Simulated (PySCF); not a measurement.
BeCl, SMILES [Cl][Be], multiplicity 2.

Geometry: PBE-D3(BJ)/def2-TZVPD. The multiplicity is an assumed one; other spin states were not compared.

Method: PBE/def2-TZVPD in PySCF.

Gas-phase values at a fixed geometry.

Task: Estimate the frontier levels, dipole moment and polarisability. (An estimate is asked for; the answer gives what the named calculation found.)

Result: 
```yaml
"α spin, highest occupied and lowest empty level": -5.32 and -2.03 eV
"β spin, highest occupied and lowest empty level": -8.30 and -2.95 eV
dipole_moment: 0.84 D
mean_static_polarisability: 41.9 bohr³ (6.21 Å³)
polarisability_principal_values: 41.1, 41.1, 43.6 bohr³
"⟨S²⟩": 0.752 (pure state 0.75)
```
